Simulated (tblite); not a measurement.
Compound: C6H13NS.
Z-matrix (Å and degrees, GFN2-xTB geometry), rows numbered from 1:
```
S 
C   1  1.8386
C   2  1.5253  1  109.18
C   3  1.5270  2  113.32  1   163.05
C   4  1.5317  3  113.87  2    52.68
N   5  1.4541  4  109.65  3   -70.83
C   6  1.4496  5  116.13  4    98.28
C   2  1.5260  1  109.93  3  -124.67
H   1  1.3321  2   96.03  3    61.11
H   2  1.0914  1  103.75  3   117.68
H   3  1.0947  2  108.86  1   -74.62
H   3  1.0925  2  108.90  1    42.36
H   4  1.0919  3  108.57  2   174.59
H   4  1.0909  3  109.26  2   -67.58
H   5  1.0933  4  108.10  3   170.50
H   5  1.0995  4  110.22  3    53.28
H   6  1.0125  5  111.21  4  -136.32
H   7  1.0946  6  106.34  5  -170.89
H   7  1.1056  6  112.65  5    71.30
H   8  1.0930  2  108.76  1    88.04
H   8  1.0918  2  109.66  1   -28.95
```

Method: GFN2-xTB as coded in tblite; computed harmonic values from a numerical Hessian at the method's own geometry, unscaled. The method is semi-empirical: single wavenumbers can be off by several per cent or more. Modes of hydrogen on sulfur can be 10 to 20 % off. One conformer, not necessarily the lowest.

Harmonic wavenumbers (cm⁻¹): 94.2, 146.3, 195.2, 214.7, 256.3, 277.8, 339.9, 349.2, 431.9, 479.8, 512.9, 714.9, 737.3, 811.8, 848.1, 868.8, 919.1, 926.7, 941.1, 952.5, 1033.7, 1072.3, 1093.4, 1107.2, 1142.2, 1174.8, 1190.4, 1200.5, 1224.7, 1235.6, 1244.6, 1276.0, 1284.7, 1329.4, 1345.3, 1350.8, 1354.6, 1360.2, 1405.0, 1468.9, 1473.9, 1482.4, 1490.1, 1501.6, 2429.1, 2790.9, 2870.4, 2944.1, 2945.1, 2957.4, 2962.5, 2973.9, 2978.9, 2982.9, 2985.4, 2998.0, 3397.5.

A = 2917, B = 1175, C = 913.4 MHz; mass 131.077 u (most abundant isotopes); point group C1, symmetry number 1.

Task: Zero-point energy?

Result: ½Σν̃ = 40038 cm⁻¹ = 478.97 kJ/mol.

Task: What is S at 298.15 K and 1 bar for an ideal gas of classical rigid rotors and harmonic oscillators?

Result: Translation 169.66, rotation 121.42, vibration 86.46: S = 377.5 J/(mol K).

Task: And Cp and H(298.15 K) − H(0)?

Result: Cp = 147.49 J/(mol K), of which vibrations give 114.23 (their classical limit is 57 R = 473.9); H(298.15 K) − H(0) = 25.21 kJ/mol without the zero-point energy, 15.29 from vibrations.

Task: How do the functions run with temperature in this model?

Result: 
```csv
T (K),S (J/(mol K)),Cp (J/(mol K)),H − H(0) (kJ/mol),G − H(0) (kJ/mol),ln q(vib)
100,271.0,64.5,4.45,-22.65,0.60
200,328.1,104.2,12.92,-52.71,2.28
300,378.5,148.4,25.48,-88.05,4.27
500,476.0,238.4,64.46,-173.56,8.67
800,609.7,329.7,150.86,-336.92,15.70
1000,687.8,369.3,220.97,-466.81,20.29
```

q(vib) and H(0) count from the zero-point level.

Task: Blend soft modes into free rotors: weight 1/[1 + (100 cm⁻¹/ν̃)⁴] for the oscillator and the rest for a rotor with moment μB/(μ + B), μ = h/(8π²ν), B = 10⁻⁴⁴ kg m². What vibrational entropy results?

Result: 84.85 J/(mol K) in place of 86.46, which changes −T·S at 298.15 K by +0.48 kJ/mol.

Hindered rotation and anharmonicity are outside this model. Other conformers, if any are populated, would add a mixing term that is left out. The structure is chiral; the term R ln 2 for an equal mix with its mirror image is left out.
